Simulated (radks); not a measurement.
Polarisability of the magnesium ion Mg+, [Ne] 3s1, at imaginary frequency. All-electron calculation, non-relativistic Kohn-Sham, LDA (Slater exchange, Perdew-Wang correlation), spin-polarised, spherical densities, point nucleus; open shells are filled with parallel spins first. Program: a radial shooting solver on a logarithmic mesh with Libxc functionals. Response by self-consistent Sternheimer equations with the Hartree and adiabatic LDA kernel.

w (hartree)  alpha1(iw) (bohr^3)  alpha2(iw) (bohr^5)
0.00266                    30.58                164.7
0.0143                     30.38                164.4
0.0360                     29.34                162.6
0.0697                     26.40                157.1
0.118                      21.05                144.6
0.186                      14.52                122.6
0.280                      8.867                92.69
0.413                      5.053                61.55
0.605                      2.822                36.24
0.892                      1.601                19.30
1.35                      0.9393                9.409
2.12                      0.5558                4.176
3.59                      0.3006                1.621
6.94                      0.1223               0.4897
17.5                     0.02640              0.08466

Static values: alpha1 = 30.58 bohr^3 (4.532 angstrom^3; uncoupled 35.58), alpha2 = 164.7 bohr^5, alpha3 = 1712 bohr^7. C6 = 126.1, C8 = 4366, triple-dipole C9 = 2840 atomic units. One-pole (London) frequency 4 C6 / (3 alpha1^2) = 0.180 hartree, against 0.440 for minus the highest occupied eigenvalue. The dipole shielding factor is 0.917, as the force sum rule N/Z = 0.917 demands.
